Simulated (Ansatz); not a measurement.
C2H6O3Si, SMILES `O=C([SiH3])OCO`, relaxed with RKS PBE-D4/def2-SVP in the Gaussian-basis code of Ansatz from a rough embedded geometry. The force threshold is 0.03 eV/Å; the program also tests the step.

Total charge 0; spin multiplicity 1.

Start:

```xyz
12

O     0.132    1.451    0.106
C     0.104    0.277    0.378
Si    0.071   -0.122    2.209
O     0.171   -0.815   -0.474
C     0.091   -0.401   -1.855
O    -1.119    0.223   -2.232
H    -1.086    0.387    2.921
H     1.329    0.411    2.918
H     0.166   -1.566    2.453
H     0.222   -1.276   -2.462
H     0.949    0.294   -2.104
H    -1.031    1.136   -1.859
```

By how much does the energy fall, and how many steps does the optimiser take? (Estimate.)

Computed: 37.87 kJ/mol, in 7 steps, 1 of them rejected.

Which bonds change most? (Best estimate.)

The calculation gave: C2–Si3 from 1.874 to 1.937 Å; Si3–H7 from 1.451 to 1.500 Å; C5–O6 from 1.413 to 1.371 Å; C2–O4 from 1.387 to 1.348 Å.

Give the relaxed structure. (An estimate is asked.)

Ansatz gave: 
```xyz
12

O    -0.053    1.459    0.020
C     0.051    0.294    0.389
Si    0.132   -0.184    2.265
O     0.118   -0.752   -0.459
C     0.106   -0.367   -1.887
O    -1.035    0.297   -2.257
H    -1.096    0.385    2.914
H     1.355    0.482    2.825
H     0.202   -1.668    2.473
H     0.154   -1.335   -2.419
H     1.042    0.216   -2.048
H    -0.977    1.173   -1.814
```
